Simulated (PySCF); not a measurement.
**Radial density of Ta²⁺ (tantalum, charge +2)**

revPBE, [Xe] 4f14 5d2 6s1, high-spin 4F determinant (an excited configuration). Computed with PySCF 2.14 in x2c-TZVPPall (11s7p7d3f1g, 97 functions), with the spin-free X2C one-electron Hamiltonian (Gaussian nucleus).

| r (bohr) | 4πr²ρ (e/bohr) | 4πr²(ρα − ρβ) |
| --- | --- | --- |
| 0.0139 | 100.6 | 0.0018 |
| 0.0234 | 87.47 | -0.0016 |
| 0.0394 | 112.7 | 0.0101 |
| 0.0663 | 129.4 | 0.0463 |
| 0.112 | 103.2 | 0.1001 |
| 0.188 | 113.3 | 0.0112 |
| 0.316 | 61.26 | 0.1263 |
| 0.531 | 62.32 | 0.0420 |
| 0.893 | 20.41 | 0.4159 |
| 1.50 | 7.525 | 1.2959 |
| 2.53 | 1.278 | 1.0016 |
| 4.25 | 0.1990 | 0.1974 |
| 7.15 | 2.393e-05 | 0.0000 |

Densities and radii are taken from the X2C orbitals without a picture-change correction, which distorts them close to the nucleus.

Spin-orbit coupling, absent here, splits the open shell strongly.
